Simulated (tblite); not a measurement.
C7H15P.
Geometry (GFN2-xTB, Å), atoms numbered from 1 in this order:
```
atom  x, y, z in Å
C1    -2.2598   -0.6265    0.2726
C2    -0.9686   -0.3203   -0.4763
C3    -0.0289   -1.5243   -0.5142
C4     1.2818   -1.0375   -1.1193
P5     1.6053    0.6725   -0.4387
C6     2.3964    0.1905    1.1682
C7    -0.1791    0.8290    0.1644
C8    -0.7461    2.2039   -0.1679
H9    -2.7847   -1.4533   -0.2013
H10   -2.0456   -0.9022    1.3036
H11   -2.9202    0.2370    0.2778
H12   -1.2127   -0.0393   -1.5073
H13    0.1327   -1.8856    0.5040
H14   -0.4552   -2.3432   -1.0964
H15    1.1895   -0.9517   -2.2052
H16    2.1225   -1.6987   -0.9059
H17    2.3814    1.0492    1.8371
H18    1.8843   -0.6472    1.6376
H19    3.4343   -0.0773    0.9776
H20   -0.1783    0.7021    1.2536
H21   -1.7668    2.3032    0.1982
H22   -0.7462    2.3635   -1.2444
H23   -0.1408    2.9829    0.2921
```

All values are computed: GFN2-xTB (tblite) harmonic vibrations without scaling, gas phase. The method is semi-empirical: single wavenumbers can be off by several per cent or more. One conformer, not necessarily the lowest.

Harmonic wavenumbers (cm⁻¹): 50.1, 163.7, 182.9, 190.6, 207.0, 227.9, 247.6, 270.2, 321.7, 352.3, 412.3, 484.7, 505.8, 674.2, 701.2, 729.7, 788.4, 847.2, 872.8, 877.6, 932.6, 959.6, 986.2, 1027.9, 1038.8, 1057.4, 1090.8, 1109.2, 1139.2, 1178.6, 1183.4, 1220.2, 1258.1, 1273.4, 1285.4, 1313.2, 1334.8, 1343.5, 1408.7, 1415.9, 1442.5, 1455.1, 1460.4, 1494.2, 1495.6, 1498.5, 1502.3, 1507.5, 2899.7, 2923.3, 2950.8, 2965.8, 2975.8, 2981.1, 2997.0, 3009.1, 3011.5, 3013.4, 3020.7, 3023.3, 3027.7, 3029.1, 3040.4.

A = 2247, B = 1452, C = 1110 MHz; mass 130.091 u (most abundant isotopes); point group C1, symmetry number 1.

**Question.** What is the zero-point energy?

**Answer.** Half the sum of the wavenumbers: 44695 cm⁻¹ = 534.67 kJ/mol.

**Question.** Entropy at 400 K, 1 bar (ideal gas, RRHO, classical rotation)?

**Answer.** Translation 175.68, rotation 124.48, vibration 158.11: S = 458.3 J/(mol K).

**Question.** And Cp and H(400 K) − H(0)?

**Answer.** Cp = 218.05 J/(mol K), of which vibrations give 184.79 (their classical limit is 63 R = 523.8); H(400 K) − H(0) = 48.52 kJ/mol without the zero-point energy, 35.22 from vibrations.

**Question.** What must be added to the electronic energy to get the Gibbs energy at 400 K and 1 bar?

**Answer.** ZPE + [H(400 K) − H(0)] − T·S = 534.67 + 48.52 − 183.31 = 399.88 kJ/mol.

**Question.** Which modes carry the vibrational entropy at 400 K?

**Answer.** 50.1 cm⁻¹: 22.57; 163.7 cm⁻¹: 12.84; 182.9 cm⁻¹: 11.94; 190.6 cm⁻¹: 11.61; 207.0 cm⁻¹: 10.96; 227.9 cm⁻¹: 10.20 J/(mol K); the other 57 give 77.99 together.

**Question.** Blend soft modes into free rotors: weight 1/[1 + (100 cm⁻¹/ν̃)⁴] for the oscillator and the rest for a rotor with moment μB/(μ + B), μ = h/(8π²ν), B = 10⁻⁴⁴ kg m². What vibrational entropy results?

**Answer.** 151.54 J/(mol K) in place of 158.11, which changes −T·S at 400 K by +2.63 kJ/mol.

Hindered rotation and anharmonicity are outside this model. Other conformers, if any are populated, would add a mixing term that is left out. The structure is chiral; the term R ln 2 for an equal mix with its mirror image is left out.
